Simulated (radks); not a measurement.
Q: These are the eigenvalues of the occupied orbitals of an atom or ion with whole-number occupations (hartree). Method: scalar-relativistic Kohn-Sham, PW91, spin-polarised, spherical densities, point nucleus; computed with a radial shooting solver on a logarithmic mesh with Libxc functionals.

orbital  eigenvalue
1s        -55.87321
2s         -4.28423
2p         -2.87236
3s         -0.54622

Which element is it, and in what charge state? The configuration may be excited. Open shells, if any, are filled with parallel spins first.

A: Z = 13, aluminium, charge +1: Al+ in [Ne] 3s2. The list shows which subshells hold electrons but not how many an open one holds; the 1s level, -55.873 hartree, gives Z - s = 10.6 by -(Z - s)^2/2, which with screening and relativity narrows Z to a few neighbours, and the depths of the outer levels then fix element, charge and occupations together.
